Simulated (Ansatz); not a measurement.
Cd₉O₈⁺, relaxed as a doublet with UKS PBE-D4/def2-SVP in Ansatz, starting from the GFN1-xTB geometry. Force threshold 0.03 eV/Å.

In the def2 sets Cd takes a core potential; there is no spin–orbit coupling. The structure holds 4 bonds between oxygen atoms, so isomers without such links may lie far lower. The structure comes from a short search, and lower isomers may exist.

Start:

```
atom    x (Å)    y (Å)    z (Å)
 Cd1  -0.5942  -0.5359   3.7265
 Cd2  -1.2062   2.0879   2.4585
 Cd3  -1.6210  -3.6012  -1.1214
 Cd4  -1.2676   1.8294  -1.8365
 Cd5   3.4669  -0.5746   0.8583
 Cd6   1.1928   0.3526  -2.4468
 Cd7   0.3029   2.8824   0.3833
 Cd8   1.7460  -1.8425   2.4496
 Cd9  -0.1389  -1.3752  -0.8412
 O10   1.3256   0.8705   0.6358
 O11  -2.6343   1.3643  -0.1879
 O12   1.6412  -2.5784  -0.3016
 O13  -0.0036   3.2701  -1.5393
 O14   2.7297  -1.9741  -0.8008
 O15  -3.0416   0.1701  -0.6642
 O16  -2.2085  -0.2950  -1.6259
 O17   0.3109  -0.0504   0.8537
```

| step | energy (eV) | largest force component (eV/Å) | SCF passes |
| --- | --- | --- | --- |
| 1 | -57414.3516 | 1.711 | 70 |
| 2 | -57415.0154 | 0.763 | 45 |
| 3 | -57415.2449 | 1.061 | 46 |
| 4 | -57415.4154 | 0.711 | 45 |
| 5 | -57415.5641 | 0.415 | 47 |
| 6 | -57415.7183 | 0.354 | 39 |
| 7 | -57415.7566 | 0.888 | 39 |
| 8 | -57415.8319 | 0.269 | 41 |
| 9 | -57415.8413 | 0.152 | 33 |
| 10 | -57415.8452 | 0.099 | 38 |
| 11 | -57415.8502 | 0.091 | 33 |
| 13 | -57415.8553 | 0.045 | 34 |
| 15 | -57415.8835 | 0.233 | 38 |
| 17 | -57415.9263 | 0.207 | 33 |
| 19 | -57415.9519 | 0.193 | 38 |
| 21 | -57415.9871 | 0.283 | 32 |
| 23 | -57416.0234 | 0.176 | 33 |
| 25 | -57416.0390 | 0.089 | 31 |
| 27 | -57416.0438 | 0.089 | 32 |
| 29 | -57416.0478 | 0.063 | 34 |
| 31 | -57416.0525 | 0.068 | 33 |
| 33 | -57416.0538 | 0.056 | 34 |
| 34 | -57416.0540 | 0.022 | 33 |

Force components are those of the run's own axes.

End:

```xyz
17

Cd   -0.418   -0.394    4.103
Cd   -1.222    1.160    1.759
Cd   -2.003   -2.617    0.716
Cd   -1.519    1.829   -1.593
Cd    3.262   -0.640    1.331
Cd    1.481    1.292   -2.257
Cd    0.484    2.994    0.588
Cd    0.885   -2.047    1.775
Cd    0.189   -1.075   -1.843
O     1.589    0.799    0.348
O    -2.796    0.863    0.033
O     1.675   -2.489   -0.565
O     0.204    2.999   -1.594
O     2.851   -1.953   -0.723
O    -2.985   -0.344   -0.681
O    -2.121   -0.327   -1.807
O     0.444   -0.052    0.410
```

Bonds lost: Cd3–Cd9 (atoms count from 1). Bonds formed: Cd2–O11, Cd2–O17, Cd3–Cd8, Cd6–O13, Cd8–O12, Cd8–O17 (atoms count from 1).

No frequencies were taken in this run, so the end may be a saddle point.

Hardware: 2 threads of AMD EPYC 7R13 on a shared host and a share (18 GiB) of an NVIDIA H100 80GB HBM3. Wall time 4.1 min, peak host memory 1.1 GiB.
